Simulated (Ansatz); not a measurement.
Basis-set extrapolation for Al2F2H6N2 (`[F][Al@H-]1[NH2+][Al@H-]([F])[NH2+]1`) (PBE0-D4/def2-TZVP geometry, frozen core, Ansatz 0.2.0). Multiplicity 1, RHF reference.

```
                      def2-TZVPP   def2-QZVPP
                 HF  -795.593175  -795.623573
    MP2 correlation    -1.104865    -1.198613
CCSD(T) correlation    -1.171812      not run
```

Energies in hartree. Use E(X) = E(∞) + A·exp(−7.88·√X) for Hartree–Fock and E(X) = E(∞) + B·X^(−2.97) for correlation, with X = 3 and 4, and add CCSD(T) minus MP2 of the smaller set to the MP2 limit.

Task: What is the CCSD(T) energy at the basis-set limit?

Result: HF limit: -795.623573 + (-0.030398) × 0.13774 = -795.62776. MP2 limit: -1.198613 + (-0.093748) × 0.74074 = -1.26806. Higher-order term: -1.171812 − (-1.104865) = -0.06695. Total: -796.96277 hartree, 124.1 kcal/mol below CCSD(T)/def2-TZVPP.
